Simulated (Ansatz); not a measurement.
A first, cheap relaxation of `C=C[Si](N)(N)N`.

```yaml
crystal:
  periodic: [false, false, false]
  atoms:
    - {symbol: C, position_ang: [0.319200, -2.360400, 0.754100]}
    - {symbol: C, position_ang: [-0.236000, -1.099200, 0.981400]}
    - {symbol: Si, position_ang: [-0.122000, 0.356400, -0.039200]}
    - {symbol: N, position_ang: [-0.046100, 0.141800, -1.662600]}
    - {symbol: N, position_ang: [1.316900, 1.210000, 0.103200]}
    - {symbol: N, position_ang: [-1.198400, 1.566300, 0.207900]}
    - {symbol: H, position_ang: [0.871500, -2.536900, -0.150300]}
    - {symbol: H, position_ang: [0.149900, -3.112200, 1.437100]}
    - {symbol: H, position_ang: [-0.795800, -0.930800, 1.937400]}
    - {symbol: H, position_ang: [0.116200, 1.010800, -2.083600]}
    - {symbol: H, position_ang: [-1.055400, -0.134200, -1.951400]}
    - {symbol: H, position_ang: [2.096900, 0.615600, -0.142800]}
    - {symbol: H, position_ang: [1.419300, 1.436800, 1.090200]}
    - {symbol: H, position_ang: [-0.819300, 2.423300, -0.126500]}
    - {symbol: H, position_ang: [-2.038700, 1.361900, -0.325400]}
basis:
  gaussian: {orbitals: def2-SVP}
hamiltonian: {xc: pbe, dispersion: d4}
relax: {f_tol: 0.03, max_steps: 200}
```

```sh
$ ansatz run in.yaml --threads 4 --pin off --events-out ev --progress --plain --max-ram 11315MiB
```

Output, abridged:

```
Functional definition: PBE
mean field -14548.30191758 eV, -534.6402342777 hartree, gradient 4.7e-5 eV, S^2 0.000000; 0 other end points of the search recorded, 0 dependent functions left out
relax step   1: F+E_penalty+E_count = -14548.66755203 eV  Δ(F+E_penalty+E_count) = +0.000e0 eV  max|allowed force component| = 4.567e0 eV/Å  Δτ_max = 0.0000 Å  (31 SCF iters, accepted)
mean field -14549.67475274 eV, -534.6906850394 hartree, gradient 1.4e-5 eV, S^2 0.000000; 0 other end points of the search recorded, 0 dependent functions left out
relax step   2: F+E_penalty+E_count = -14550.03394249 eV  Δ(F+E_penalty+E_count) = -1.366e0 eV  max|allowed force component| = 1.536e0 eV/Å  Δτ_max = 0.1938 Å  (30 SCF iters, accepted)
mean field -14549.97865788 eV, -534.7018533474 hartree, gradient 1.4e-5 eV, S^2 0.000000; 0 other end points of the search recorded, 0 dependent functions left out
relax step   3: F+E_penalty+E_count = -14550.33539700 eV  Δ(F+E_penalty+E_count) = -3.015e-1 eV  max|allowed force component| = 6.834e-1 eV/Å  Δτ_max = 0.1999 Å  (29 SCF iters, accepted)
mean field -14550.12685367 eV, -534.7072994421 hartree, gradient 1.0e-5 eV, S^2 0.000000; 0 other end points of the search recorded, 0 dependent functions left out
relax step   4: F+E_penalty+E_count = -14550.48057825 eV  Δ(F+E_penalty+E_count) = -1.452e-1 eV  max|allowed force component| = 4.178e-1 eV/Å  Δτ_max = 0.1934 Å  (30 SCF iters, accepted)
mean field -14550.18670869 eV, -534.7094990736 hartree, gradient 1.2e-5 eV, S^2 0.000000; 0 other end points of the search recorded, 0 dependent functions left out
relax step   5: F+E_penalty+E_count = -14550.53953038 eV  Δ(F+E_penalty+E_count) = -5.895e-2 eV  max|allowed force component| = 2.477e-1 eV/Å  Δτ_max = 0.2000 Å  (30 SCF iters, accepted)
mean field -14550.20087251 eV, -534.7100195844 hartree, gradient 1.8e-5 eV, S^2 0.000000; 0 other end points of the search recorded, 0 dependent functions left out
relax step   6: F+E_penalty+E_count = -14550.55483082 eV  Δ(F+E_penalty+E_count) = -1.530e-2 eV  max|allowed force component| = 1.739e-1 eV/Å  Δτ_max = 0.1310 Å  (30 SCF iters, accepted)
mean field -14550.20899257 eV, -534.7103179911 hartree, gradient 2.1e-5 eV, S^2 0.000000; 0 other end points of the search recorded, 0 dependent functions left out
relax step   7: F+E_penalty+E_count = -14550.56316411 eV  Δ(F+E_penalty+E_count) = -8.333e-3 eV  max|allowed force component| = 2.708e-1 eV/Å  Δτ_max = 0.1462 Å  (30 SCF iters, accepted)
mean field -14550.21571771 eV, -534.7105651353 hartree, gradient 1.5e-5 eV, S^2 0.000000; 0 other end points of the search recorded, 0 dependent functions left out
relax step   8: F+E_penalty+E_count = -14550.56952031 eV  Δ(F+E_penalty+E_count) = -6.356e-3 eV  max|allowed force component| = 1.274e-1 eV/Å  Δτ_max = 0.0309 Å  (31 SCF iters, accepted)
mean field -14550.21331484 eV, -534.7104768316 hartree, gradient 1.8e-5 eV, S^2 0.000000; 0 other end points of the search recorded, 0 dependent functions left out
relax step   9: F+E_penalty+E_count = -14550.56719170 eV  Δ(F+E_penalty+E_count) = +2.329e-3 eV  max|allowed force component| = 3.063e-1 eV/Å  Δτ_max = 0.0600 Å  (30 SCF iters, rejected (line search))
mean field -14550.21786921 eV, -534.7106442016 hartree, gradient 1.5e-5 eV, S^2 0.000000; 0 other end points of the search recorded, 0 dependent functions left out
relax step  10: F+E_penalty+E_count = -14550.57164766 eV  Δ(F+E_penalty+E_count) = -2.127e-3 eV  max|allowed force component| = 7.754e-2 eV/Å  Δτ_max = 0.0294 Å  (31 SCF iters, accepted)
mean field -14550.21567772 eV, -534.7105636657 hartree, gradient 1.8e-5 eV, S^2 0.000000; 0 other end points of the search recorded, 0 dependent functions left out
relax step  11: F+E_penalty+E_count = -14550.56999846 eV  Δ(F+E_penalty+E_count) = +1.649e-3 eV  max|allowed force component| = 1.109e-1 eV/Å  Δτ_max = 0.1000 Å  (30 SCF iters, rejected (line search))
mean field -14550.22001315 eV, -534.7107229901 hartree, gradient 1.4e-5 eV, S^2 0.000000; 0 other end points of the search recorded, 0 dependent functions left out
relax step  12: F+E_penalty+E_count = -14550.57392570 eV  Δ(F+E_penalty+E_count) = -2.278e-3 eV  max|allowed force component| = 6.418e-2 eV/Å  Δτ_max = 0.0486 Å  (30 SCF iters, accepted)
mean field -14550.22058691 eV, -534.7107440751 hartree, gradient 1.4e-5 eV, S^2 0.000000; 0 other end points of the search recorded, 0 dependent functions left out
relax step  13: F+E_penalty+E_count = -14550.57456839 eV  Δ(F+E_penalty+E_count) = -6.427e-4 eV  max|allowed force component| = 1.925e-2 eV/Å  Δτ_max = 0.0285 Å  (31 SCF iters, accepted)
mean field -14550.22058691 eV, -534.7107440751 hartree, gradient 1.7e-5 eV, S^2 0.000000; 1 other end points of the search recorded, 0 dependent functions left out
Total energy: -14550.57461045 eV, -534.7237542003 hartree
Atom 0 at    -0.006862    -2.296870     0.571462 Å, force     0.004778    -0.008155     0.002185 eV/Å
Atom 1 at    -0.325343    -1.045060     0.961632 Å, force    -0.000760     0.017382     0.001692 eV/Å
Atom 2 at     0.009067     0.491942    -0.076268 Å, force     0.019255    -0.017762     0.010547 eV/Å
Atom 3 at     0.164124    -0.106041    -1.714047 Å, force    -0.001859     0.004345     0.002199 eV/Å
Atom 4 at     1.484714     1.397037     0.146458 Å, force    -0.000075     0.004658    -0.001491 eV/Å
Atom 5 at    -1.226804     1.624842     0.422699 Å, force     0.001023     0.004587    -0.001571 eV/Å
Atom 6 at     0.462852    -2.482341    -0.410988 Å, force    -0.012143     0.001578    -0.007420 eV/Å
Atom 7 at    -0.188337    -3.184180     1.204505 Å, force     0.005535     0.004380     0.005099 eV/Å
Atom 8 at    -0.774745    -0.913912     1.965410 Å, force    -0.008448    -0.004314    -0.003595 eV/Å
Atom 9 at     0.440298     0.557459    -2.442543 Å, force     0.001401     0.001320    -0.002267 eV/Å
Atom 10 at    -0.558597    -0.737921    -2.067126 Å, force     0.000322    -0.001178    -0.005118 eV/Å
Atom 11 at     2.365070     0.933770    -0.091905 Å, force    -0.004288    -0.001092    -0.000536 eV/Å
Atom 12 at     1.581523     1.917059     1.021823 Å, force    -0.000610     0.000031    -0.001430 eV/Å
Atom 13 at    -1.279814     2.529143    -0.054358 Å, force    -0.001512    -0.001368     0.000872 eV/Å
Atom 14 at    -2.168947     1.264273     0.592746 Å, force    -0.002620    -0.004412     0.000833 eV/Å
Dipole moment:    -0.131217     0.097546    -0.141495 e Å
```

Run time 13 s (4 threads of an Intel Xeon Platinum 8488C on a shared host); peak host memory 0.2 GiB.
